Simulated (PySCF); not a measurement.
Harmonic spectrum computed at PBE0 in the def2-TZVP basis family (core potentials from Rb on, PySCF, no spin–orbit coupling):

```csv
ω (cm⁻¹),"IR (km/mol, summed over degenerate members)",degeneracy
98,0.0,2
99,12.0,3
401,0.0,1
441,297,3
```

Task: Which molecule gave it? In each, all ligands are bound to the one heavy central atom.
A. SiCl₄ (singlet)
B. CCl₄ (singlet)
C. TiCl₄ (singlet)
D. ZrCl₄ (singlet)
E. MoCl₄ (triplet)

Result: E. It has Td symmetry with Mo–Cl 2.227 Å (×4).
